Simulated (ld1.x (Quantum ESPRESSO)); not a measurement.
**arsenic (As): one change to a TM potential, before and after**

ld1.x (Quantum ESPRESSO) 7.5 input, shortened:

```
&input
   title='As', zed=33., rel=1, dft='PBE', iswitch=3,
   config='[Ar] 3d10 4s2 4p3'
 /
 &inputp
   pseudotype=2, tm=.true., lloc=2,
   nlcc=.true., new_core_ps=.true., rcore=0.90
 /
3
4S  1  0   2.00   0.00  1.45  1.45  0.0
4P  2  1   3.00   0.00  2.20  2.20  0.0
3D  3  2  10.00   0.00  1.10  1.10  0.0
 &test
   configts(1)='3d10 4s2 4p3'
 /
```

All-electron outer shells of the reference configuration (PBE, scalar-relativistic, ld1.x):

```json
{"shell": "3s", "level (eV)": "-190.31", "outermost node (bohr)": "0.25", "outermost maximum (bohr)": "0.52"}
{"shell": "3p", "level (eV)": "-133.68", "outermost node (bohr)": "0.22", "outermost maximum (bohr)": "0.52"}
{"shell": "3d", "level (eV)": "-40.65", "outermost node (bohr)": "–", "outermost maximum (bohr)": "0.47"}
{"shell": "4s", "level (eV)": "-14.49", "outermost node (bohr)": "0.73", "outermost maximum (bohr)": "1.61"}
{"shell": "4p", "level (eV)": "-5.19", "outermost node (bohr)": "0.78", "outermost maximum (bohr)": "2.00"}
```

Change: wave 3d (bound): rc 1.10 bohr becomes 3d (bound): rc 1.36 bohr.

Cutoffs: the cutoffs (Ry, on a coarse ladder) from which the occupation-weighted sum of valence levels, in a spherical-Bessel basis at the reference potential, stays within 10 and 1 mRy of its value at 400 Ry; they do not see the model core or the augmentation charge, which bear on the density cutoff. Errors are all-electron minus pseudo energies relative to the spin-unpolarised reference configuration.

Question: Predict the effect on cutoff, ghosts and configuration errors.

Answer: Both files keep a bound ghost (p, s); of the 7 tests that both files solve, the error grows in 6 and shrinks in 0 by more than 15 % and 0.3 meV (median size 0.3 → 3.4 meV). More of the atom is replaced by a form fitted at one configuration, so other configurations suffer.

```csv
quantity,base,changed
"cutoff, loose",230 Ry,180 Ry
"cutoff, tight",over 300 Ry,300 Ry
loose cutoff by channel (10 mRy a level),"s 21 Ry, p 6 Ry, d 200 Ry","s 30 Ry, p 6 Ry, d 140 Ry"
bound ghosts,"s, p","s, p"
"error for 3d10 4s2 4p2, meV [ΔE 9.15 eV]",-0.3,-1.3
"error for 3d10 4s2 4p1, meV [ΔE 27.07 eV]",0.0,-4.4
"error for 3d10 4s2 4p0, meV [ΔE 54.77 eV]",-5.2,-11
"error for 3d10 4s2 4p3.3, meV [ΔE -1.23 eV]",+0.2,+0.2
"error for 3d10 4s1 4p4, meV [ΔE 9.42 eV]",0.0,-1.0
"error for 3d10 4s1 4p0, meV [ΔE 105.42 eV]",-25,-40
"error for 3d10 4s0 4p5, meV [ΔE 19.06 eV]",+1.4,-3.4
s: phases at 2.39 bohr within 0.05 rad from the reference energy up to (Ry; the scan ends near 5),2.1,2.5
p: phases at 2.39 bohr within 0.05 rad from the reference energy up to (Ry; the scan ends near 5),3.6,n/a
d: phases at 2.39 bohr within 0.05 rad from the reference energy up to (Ry; the scan ends near 5),0.6,0.2
```

 A true bound ghost makes a file unfit for plane-wave use even where its test errors are small: the radial tests pick states by their node count and pass the ghost by.
